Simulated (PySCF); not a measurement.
**Identify the compound**

Molecular formula: C$_{4}$H$_{9}$ClP$_{2}$Si. Simulated spectra:

1H NMR (400 MHz, computed): δ 2.14 (m, 2H), 1.97 (s, 3H), 1.60 (m, 4H).

13C{1H} NMR (computed): δ 85.8 (C), 79.9 (C), 19.2 (CH2), 4.8 (CH3).

PySCF calculation with structure optimised with GFN2-xTB and PBE0/pcSseg-1 with gauge-including orbitals; in vacuum, non-relativistic, rapidly exchanging positions averaged, one conformer.

Referencing at the same level of theory: TMS for 1H and 13C.

Problem. Propose a structure and justify it.

Solution. 
4 carbon signals for 4 carbons: no two carbons are equivalent. Carbon types of the structure: 2 × C, 1 × CH2, 1 × CH3, leaving 4 H on heteroatoms. δC 85.8, 79.9: alkyne carbon; the triple bond shields along its axis, which puts it between sp3 and sp2 carbons. δC 19.2: propargylic sp3 CH2 bonded to Si. δC 4.8: propargylic methyl carbon; aliphatic region, no heteroatom directly attached. δH 2.14: hydrogen on a propargylic sp3 CH2 bonded to Si. δH 1.97: hydrogen on a propargylic methyl carbon. δH 1.60: hydrogen on a phosphorus bonded to Si.

Structure: `CC#CC[Si](P)(P)Cl`.

The data come from this structure; uniqueness wasn't tested.

Splittings by 31P in the carbon and heteronuclear signals aren't shown, as no couplings were computed. Shifts are as computed. Against solution values, carbons near 30 ppm lie about +3 ppm off and those near 130 ppm about +5 ppm. Of 1211 compounds with measured shifts, 218 miss one by over three times the rms of a fit or turn the order of signals round; such compounds aren't used in these exercises. Multiplicities follow the n + 1 count of equivalent neighbours, as no J values were calculated; m marks all less simple cases, F and P coupling included.
